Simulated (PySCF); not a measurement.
InI, SMILES [In][I] (connectivity only; charge and spin as stated), neutral, multiplicity 1. Heavy atoms are numbered as in [In:1][I:2].

Geometry optimised at PBE0-D3(BJ)/def2-TZVP. The def2 effective core potentials stand for the cores of I, In; spin–orbit coupling is left out.

All values below come from r2SCAN/def2-TZVPD (PySCF).

Mulliken values depend strongly on the basis, most of all with diffuse functions as here. ESP charges are fitted to the potential on shells at 1.4 to 2.0 van der Waals radii. Atomic charges (e), one atom of each kind:

| atom | ESP fit | Mulliken |
|---|---|---|
| In1 | 0.28 | 0.43 |
| I2 | -0.28 | -0.43 |
